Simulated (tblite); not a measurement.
Compound: C₂H₆O₅SSi₂.
Structure used (GFN2-xTB), in Å, numbered top down from 1:
```
atom  x, y, z in Å
O1     0.555   -2.182   -0.344
C2    -0.116   -1.172   -0.287
Si3   -1.714   -0.870    0.737
O4    -1.975    0.676    0.228
Si5   -0.948    1.471   -0.755
C6     0.381    0.123   -0.886
S7     1.492    0.454    0.475
O8     2.073    1.748    0.393
O9     0.759    0.109    1.662
O10    2.664   -0.594    0.247
H11   -1.578   -0.917    2.174
H12   -2.793   -1.659    0.143
H13   -0.560    2.702   -0.096
H14   -1.554    1.601   -2.080
H15    0.991    0.014   -1.776
H16    2.316   -1.496    0.153
```

Method: GFN2-xTB as coded in tblite; computed harmonic values from a numerical Hessian at the method's own geometry, unscaled. Against measured fundamentals such values can be off by several per cent, at times by over 20. Modes of hydrogen on silicon can be 10 to 20 % off. One conformer, not necessarily the lowest.

Harmonic wavenumbers (cm⁻¹): 69.3, 91.6, 128.3, 154.1, 159.1, 235.0, 256.5, 350.6, 367.0, 387.3, 404.7, 428.6, 433.9, 466.4, 481.5, 523.2, 532.1, 555.0, 599.1, 620.8, 641.9, 648.3, 722.9, 748.1, 766.2, 772.7, 785.3, 834.6, 940.8, 949.8, 981.6, 1050.8, 1116.0, 1135.2, 1279.6, 1709.7, 2275.8, 2283.0, 2403.2, 2435.8, 3006.2, 3342.1.

A = 1403, B = 911.6, C = 706.9 MHz; mass 197.947 u (most abundant isotopes); point group C1, symmetry number 1.

Question: What is the zero-point energy?

Answer: Half the sum of the wavenumbers: 19037 cm⁻¹ = 54.43 kcal/mol.

Question: Entropy at 273.15 K, 1 bar (ideal gas, RRHO, classical rotation)?

Answer: Translation 41.34, rotation 29.99, vibration 28.90: S = 100.2 cal/(mol K).

Question: And Cp and H(273.15 K) − H(0)?

Answer: Cp = 43.70 cal/(mol K), of which vibrations give 35.75 (their classical limit is 42 R = 83.5); H(273.15 K) − H(0) = 6.75 kcal/mol without the zero-point energy, 4.58 from vibrations.

Question: Blend soft modes into free rotors: weight 1/[1 + (100 cm⁻¹/ν̃)⁴] for the oscillator and the rest for a rotor with moment μB/(μ + B), μ = h/(8π²ν), B = 10⁻⁴⁴ kg m². What vibrational entropy results?

Answer: 27.77 cal/(mol K) in place of 28.90, which changes −T·S at 273.15 K by +0.31 kcal/mol.

Question: How do the functions run with temperature in this model?

Answer: 
```tsv
T (K)	S (cal/(mol K))	Cp (cal/(mol K))	H − H(0) (kcal/mol)	G − H(0) (kcal/mol)	ln q(vib)
50	59.8	12.4	0.47	-2.52	0.27
100	70.4	19.0	1.25	-5.79	1.25
298.15	104.2	46.6	7.88	-23.18	6.88
373.15	115.4	53.7	11.65	-31.43	9.23
500	132.5	62.3	19.05	-47.17	13.16
750	159.8	72.3	36.00	-83.85	20.32
1000	181.4	78.0	54.84	-126.61	26.62
```

q(vib) and H(0) count from the zero-point level.

Question: What must be added to the electronic energy to get the Gibbs energy at 273.15 K and 1 bar?

Answer: ZPE + [H(273.15 K) − H(0)] − T·S = 54.43 + 6.75 − 27.38 = 33.80 kcal/mol.

Hindered rotation and anharmonicity are outside this model. Other conformers, if any are populated, would add a mixing term that is left out. The structure is chiral; the term R ln 2 for an equal mix with its mirror image is left out.

The run took 0.78 s wall on an Intel Xeon 6975P-C with one thread, shared host with 192 logical CPUs at a one-minute load of 49. This covers the Hessian and the dipole derivatives.
